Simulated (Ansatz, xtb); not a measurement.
**Ranking isomers of CH10OSi3**

5 gas-phase structures of CH10OSi3, from a drawn sample of its isomers (lower ones may exist). Each was relaxed with GFN2-xTB; where two conformers were screened, the lower at r2SCAN-D4/def2-SVP is listed:

A. `C[Si](O)([SiH3])[SiH3]`, a singlet
B. `C[SiH2][Si@@H](O)[SiH3]`, a singlet
C. `C[Si@@H]([SiH3])[SiH2]O`, a singlet
D. `C[Si@@H](O)[SiH2][SiH3]`, a singlet
E. `C[SiH2][SiH2][SiH2]O`, a singlet

Make a reasoned guess at their ranking by r2SCAN-D4/def2-SVP single-point energy.

Calculated order at r2SCAN-D4/def2-SVP: D (0.000), A (0.108), E (0.118), C (0.131), B (0.210) eV. Less than 1 kcal/mol parts A and E; E and C, so the order within those pairs means little.

Energies above the lowest of each column, in eV; the last columns are at PBE0-D3(BJ)/def2-SVP geometries:

```csv
structure,GFN2-xTB,HF/STO-3G,r2SCAN-D4/def2-SVP,PBE0-D3(BJ)/def2-SVP
D,0.053,0.000,0.000,0.000
A,0.081,0.114,0.108,0.116
E,0.000,0.115,0.118,0.105
C,0.008,0.162,0.131,0.112
B,0.041,0.192,0.210,0.190
```

PBE0-D3(BJ)/def2-SVP puts D lowest; GFN2-xTB picks E. PBE0-D3(BJ)/def2-SVP orders those it was run on as D (0.000), E (0.105), C (0.112), A (0.116), B (0.190) eV. Less than 1 kcal/mol parts E and C; C and A, so the order within those pairs means little. Flexible structures stand in one conformer each, not always the lowest. B keeps a small imaginary mode. Frequencies (GFN2-xTB) were run for A, B, D, E alone.

Over these structures GFN2-xTB departs from r2SCAN-D4/def2-SVP by 0.072 eV on average once a common shift is removed. A GFN2-xTB relaxation took about 0.41 s and the r2SCAN-D4/def2-SVP energy about 4.8 s on a shared host (Ansatz 0.2.0, xtb 6.7.1).
